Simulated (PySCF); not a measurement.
## Bond length, frequency and bond energy of MgTl⁺ by level of theory

State: ¹Σ⁺ (singlet), closed shell. Set-up: Mg cc-pVDZ, Tl cc-pVDZ-PP with ECP60; scalar-relativistic core potentials (PySCF 2.14). De refers to Mg + Tl⁺ in their ground configurations, without counterpoise correction. A positive dipole points towards Tl; it is taken about the centre of mass and depends on that origin.

| Level | Re (Å) | ωe (cm⁻¹) | De (eV) | μ (D) |
| --- | --- | --- | --- | --- |
| RHF-MP2 | 3.358 | 122 | n/a | n/a |
| RHF-SCS-MP2 | 3.405 | 115 | n/a | n/a |
| RHF-CCSD | 3.384 | 117 | n/a | n/a |
| RHF-CCSD(T) | 3.364 | 121 | n/a | n/a |
| PBE | 3.339 | 123 | n/a | -5.18 |
| PBEsol | 3.278 | 131 | n/a | -5.35 |
| revPBE | 3.395 | 116 | n/a | -5.10 |
| r²SCAN | 3.312 | 127 | n/a | -5.35 |
| PBE0 | 3.331 | 126 | n/a | -5.15 |
| MN15 | 3.289 | 127 | n/a | -5.02 |
| CAM-B3LYP | 3.342 | 122 | n/a | -4.92 |

Question: What does a quarter of exact exchange do here, going from PBE to PBE0?

Answer: PBE0 less PBE: -0.8 pm in Re, +2.4 % in ωe. Exact exchange removes part of the self-interaction that spreads semilocal densities, and in most molecules shortens and stiffens the bond and lowers De; so it does here.

Question: What does the triples do here, going from RHF-CCSD to RHF-CCSD(T)?

Answer: RHF-CCSD(T) less RHF-CCSD: -2.0 pm in Re, +3.4 % in ωe. Correlation nearly always deepens the well. The bond shortens, as in weak, metallic or heavy-atom bonds, where dispersion and the correlation of outer-core electrons pull the atoms together.

Correlated steps freeze 5 core orbitals. Closed-shell solutions of metal pairs were not tested for spin polarisation, which can lower them a little. Spin–orbit coupling is left out.

The whole job (state search and all levels along the bond) took about 1.1 min on 1 thread of Arm Neoverse V2 (shared host), peak memory 0.46 GiB.
